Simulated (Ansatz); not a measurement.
SiHMe2(OEt) (C₄H₁₂OSi), relaxed as a singlet with RKS PBE-D4/def2-SVP in Ansatz, starting from the GFN2-xTB geometry. Force threshold 0.02 eV/Å.

Another isomer (singlet) lies 0.34 eV lower at PBE0-D4/def2-TZVP; other spin states weren't run for this one.

Start:

```
atom   x (Å)   y (Å)   z (Å)
  C1  -1.174  -1.512  -0.958
  C2   1.749  -1.853   0.132
  C3  -0.530   1.561   0.702
  C4  -0.042   2.727  -0.146
  O5   0.348   0.478   0.570
 Si6   0.039  -1.114   0.456
  H7  -0.545  -1.619   1.712
  H8  -1.344  -2.580  -1.051
  H9  -0.797  -1.158  -1.915
 H10  -2.142  -1.044  -0.797
 H11   2.441  -1.616   0.933
 H12   2.181  -1.486  -0.794
 H13   1.683  -2.934   0.061
 H14  -1.543   1.273   0.397
 H15  -0.563   1.850   1.760
 H16  -0.704   3.580  -0.024
 H17   0.964   3.008   0.156
 H18  -0.020   2.439  -1.194
```

```
step  energy (eV)  largest force component (eV/Å)  SCF passes
   1  -14250.3656                           1.253          21
   2  -14250.5245                           0.793          20
   3  -14250.5544                           0.281          20
   4  -14250.5574                           0.277          20
   5  -14250.5641                           0.059          19
   6  -14250.5661                           0.071          19
   7  -14250.5685                           0.050          19
   8  -14250.5695                           0.069          19
   9  -14250.5709                           0.057          20
  10  -14250.5725                           0.108          19
  11  -14250.5741                           0.093          19
  12  -14250.5766                           0.104          18
  13  -14250.5777                           0.124          19
  14  -14250.5789                           0.089          20
  15  -14250.5802                           0.027          19
  16  -14250.5810                           0.037          19
  17  -14250.5814                           0.064          19
  18  -14250.5817                           0.022          20
  19  -14250.5818                           0.008          19
  20  -14250.5819                           0.010          20
```

Force components are those of the run's own axes.

End:

Cartesian coordinates in Å:
```
C -1.2330 -1.7378 -0.7853
C 1.7605 -1.9158 0.0448
C -0.6001 1.5727 0.3086
C 0.0300 2.9461 0.1378
O 0.3811 0.5730 0.0829
Si 0.1135 -1.0735 0.3568
H -0.3230 -1.2648 1.7940
H -1.3942 -2.8226 -0.6145
H -0.9506 -1.5962 -1.8490
H -2.2029 -1.2264 -0.6170
H 2.5500 -1.4967 0.7002
H 2.0773 -1.7747 -1.0087
H 1.6902 -3.0053 0.2412
H -1.4526 1.4559 -0.4050
H -1.0326 1.4763 1.3353
H -0.7188 3.7477 0.2999
H 0.8582 3.0860 0.8614
H 0.4471 3.0561 -0.8835
```

By distances, no bond broke or formed. The bond that changes most is O5–Si6, from 1.63 to 1.69 Å (atoms count from 1).

The force fell under the threshold at step 19, but the optimiser went on. No frequencies were taken in this run, so the end may be a saddle point.

Hardware: 4 threads of Arm Neoverse V2 on a shared host. Wall time 25 s.
